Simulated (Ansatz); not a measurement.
Start from `[F][In]([Cl])[Cl]` and change one atom or group to get `C=[CH][In]([F])[Cl]`.

Ansatz, PBE0-D4/def2-TZVP geometries, multiplicity 1. Each molecule was computed in one conformer, which needn't be the lowest.

Elements past krypton have def2 core potentials.

```tsv
property	`[F][In]([Cl])[Cl]`
HOMO energy (PBE0/def2-TZVPP) / eV	-9.64
HOMO energy (B3LYP/def2-TZVPP) / eV	-9.35
HOMO–LUMO gap (PBE/def2-TZVPP) / eV	4.30
LUMO energy (ωB97M-V/def2-TZVPP) / eV	-1.01
HOMO energy (ωB97M-V/def2-TZVPP) / eV	-11.91
LUMO energy (PBE0/def2-TZVPP) / eV	-3.01
```

Question: What does the change do to each property? (Best estimate.)

Answer: Ansatz gave: 
```csv
property,`C=[CH][In]([F])[Cl]`,shift
HOMO energy (PBE0/def2-TZVPP) / eV,-8.72,0.92
HOMO energy (B3LYP/def2-TZVPP) / eV,-8.48,0.87
HOMO–LUMO gap (PBE/def2-TZVPP) / eV,4.67,0.37
LUMO energy (ωB97M-V/def2-TZVPP) / eV,-0.13,0.88
HOMO energy (ωB97M-V/def2-TZVPP) / eV,-10.91,1.00
LUMO energy (PBE0/def2-TZVPP) / eV,-1.87,1.14
```

With PBE0 the HOMO rises by 0.92 eV and the LUMO rises by 1.14 eV, so the gap widens by about 0.22 eV. PBE moves the HOMO by 0.84 eV and ωB97M-V by 1.00 eV. The zero-point energy changes by 106.6 kJ/mol with +12 modes.

B3LYP here is the variant with VWN-RPA as its local correlation; programs differ in this.
